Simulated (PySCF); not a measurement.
**Basis-set dependence of population analyses: `BN(C)BN`**

Species: CH8B2N2.
Numbering: `[BH2:1][N:2]([CH3:3])[BH:4][NH2:5]` (hydrogens: H6, H7 on B1; H8, H9, H10 on C3; H11 on B4; H12, H13 on N5)

PBE0 throughout (PySCF), one geometry, spherical d and f functions. Isolated species at its PBE0-D3(BJ)/def2-SVP geometry (one conformer only). Atoms taken as equivalent share a column and are averaged. The first 7 of 9 kinds of atom are listed.

Mulliken charges (e):

| basis | functions | B1 | N2 | C3 | B4 | N5 | H6/H7 | H8/H9/H10 |
| --- | --- | --- | --- | --- | --- | --- | --- | --- |
| STO-3G | 33 | +0.168 | -0.357 | -0.150 | +0.305 | -0.467 | -0.063 | +0.088 |
| 6-31G | 61 | +0.255 | -0.635 | -0.345 | +0.561 | -0.871 | -0.060 | +0.176 |
| pcSseg-0 | 61 | +0.200 | -0.894 | -0.436 | +0.601 | -0.869 | +0.008 | +0.232 |
| 6-31G* | 86 | +0.079 | -0.340 | -0.415 | +0.338 | -0.810 | -0.036 | +0.181 |
| cc-pVDZ | 110 | -0.034 | -0.019 | -0.011 | -0.062 | -0.041 | -0.061 | +0.049 |
| def2-SVP | 110 | +0.027 | -0.176 | +0.032 | -0.015 | -0.129 | -0.053 | +0.047 |
| 6-311+G(2d,p) | 183 | -0.056 | -0.164 | -0.517 | +0.525 | -0.699 | -0.022 | +0.152 |
| aug-cc-pVDZ | 187 | -1.535 | -0.200 | +1.007 | -0.533 | +0.014 | +0.633 | -0.231 |
| def2-TZVP | 203 | -0.091 | -0.018 | -0.368 | +0.076 | -0.493 | -0.006 | +0.139 |
| IGLO-III | 255 | +0.271 | -0.373 | -0.398 | +0.471 | -0.542 | -0.076 | +0.128 |
| cc-pVTZ | 262 | -0.115 | +0.047 | -0.220 | -0.017 | -0.259 | -0.016 | +0.097 |

IAO charges (e):

```json
{"basis": "STO-3G", "functions": "33", "B1": "+0.040", "N2": "-0.280", "C3": "-0.307", "B4": "+0.166", "N5": "-0.457", "H6/H7": "-0.011", "H8/H9/H10": "+0.136"}
{"basis": "6-31G", "functions": "61", "B1": "-0.001", "N2": "-0.277", "C3": "-0.326", "B4": "+0.170", "N5": "-0.556", "H6/H7": "-0.001", "H8/H9/H10": "+0.147"}
{"basis": "pcSseg-0", "functions": "61", "B1": "-0.005", "N2": "-0.272", "C3": "-0.303", "B4": "+0.152", "N5": "-0.515", "H6/H7": "-0.004", "H8/H9/H10": "+0.142"}
{"basis": "6-31G*", "functions": "86", "B1": "+0.023", "N2": "-0.295", "C3": "-0.297", "B4": "+0.192", "N5": "-0.555", "H6/H7": "-0.008", "H8/H9/H10": "+0.139"}
{"basis": "cc-pVDZ", "functions": "110", "B1": "-0.002", "N2": "-0.277", "C3": "-0.295", "B4": "+0.168", "N5": "-0.544", "H6/H7": "-0.003", "H8/H9/H10": "+0.139"}
{"basis": "def2-SVP", "functions": "110", "B1": "+0.009", "N2": "-0.277", "C3": "-0.285", "B4": "+0.170", "N5": "-0.534", "H6/H7": "-0.008", "H8/H9/H10": "+0.135"}
{"basis": "6-311+G(2d,p)", "functions": "183", "B1": "+0.008", "N2": "-0.290", "C3": "-0.307", "B4": "+0.180", "N5": "-0.577", "H6/H7": "-0.003", "H8/H9/H10": "+0.144"}
{"basis": "aug-cc-pVDZ", "functions": "187", "B1": "+0.002", "N2": "-0.283", "C3": "-0.305", "B4": "+0.174", "N5": "-0.573", "H6/H7": "-0.002", "H8/H9/H10": "+0.143"}
{"basis": "def2-TZVP", "functions": "203", "B1": "+0.009", "N2": "-0.291", "C3": "-0.305", "B4": "+0.182", "N5": "-0.575", "H6/H7": "-0.003", "H8/H9/H10": "+0.143"}
{"basis": "IGLO-III", "functions": "255", "B1": "+0.008", "N2": "-0.291", "C3": "-0.307", "B4": "+0.181", "N5": "-0.578", "H6/H7": "-0.003", "H8/H9/H10": "+0.144"}
{"basis": "cc-pVTZ", "functions": "262", "B1": "+0.008", "N2": "-0.290", "C3": "-0.306", "B4": "+0.181", "N5": "-0.572", "H6/H7": "-0.003", "H8/H9/H10": "+0.143"}
```

Some averages cover members that differ in this geometry, most widely: H8/H9/H10, Mulliken in aug-cc-pVDZ -0.443 to -0.124; H6/H7, Mulliken in aug-cc-pVDZ +0.596 to +0.670; H6/H7, Mulliken in IGLO-III -0.089 to -0.063; H6/H7, Mulliken in cc-pVTZ -0.029 to -0.004 e.

Task: Which scheme is steadiest as the basis changes?

Result: Largest range over the bases for any column: IAO 0.12 e, Mulliken 1.81 e. IAO charges move least and Mulliken charges most, counted in e. Without the minimal STO-3G basis the ranges are IAO 0.06, Mulliken 1.81 e.

Task: How much do the charges still move between the two largest bases, IGLO-III and cc-pVTZ?

Result: At most, over all atoms: Mulliken 0.488 e, IAO 0.006 e.

Task: What do the same runs give for the total energy, the frontier levels and the dipole moment?

Result: 
```tsv
basis	energy (Eh)	HOMO (eV)	LUMO (eV)	μ (D)
STO-3G	-199.4635	-5.34	3.20	3.49
6-31G	-201.9128	-7.40	0.30	3.35
pcSseg-0	-201.5240	-7.64	0.12	3.54
6-31G*	-201.9587	-7.41	0.32	3.27
cc-pVDZ	-201.9759	-7.51	0.06	3.31
def2-SVP	-201.8213	-7.59	0.04	3.35
6-311+G(2d,p)	-202.0276	-7.71	-0.29	2.99
aug-cc-pVDZ	-201.9908	-7.69	-0.31	2.96
def2-TZVP	-202.0421	-7.70	-0.18	3.03
IGLO-III	-202.0495	-7.70	-0.26	2.97
cc-pVTZ	-202.0389	-7.67	-0.13	3.09
```

The dipole is fixed by the density alone, so its range of 0.58 D shows that the density itself changes with the basis, not only its division among atoms.
